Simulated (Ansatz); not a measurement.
A run for Ansatz (a quantum-chemistry and plane-wave program): R-B3LYP-D3(BJ)/def2-TZVP on NH3 (SMILES N).

Ansatz 0.2 input:
```yaml
crystal:
  periodic: [false, false, false]
  atoms:
    - {symbol: N, position_ang: [0.00000000, -0.00000000, 0.29120000]}
    - {symbol: H, position_ang: [0.00000000, 0.93970000, -0.09710000]}
    - {symbol: H, position_ang: [0.81380000, -0.46990000, -0.09710000]}
    - {symbol: H, position_ang: [-0.81380000, -0.46990000, -0.09710000]}
basis:
  gaussian:
    orbitals: def2-TZVP
hamiltonian:
  xc: b3lyp
  dispersion: d3bj
relax: {f_tol: 0.004, max_steps: 120}
scf: {lower_state_search: off}
```

### Question
Predict the final total energy.

### Answer
-56.5869 hartree.
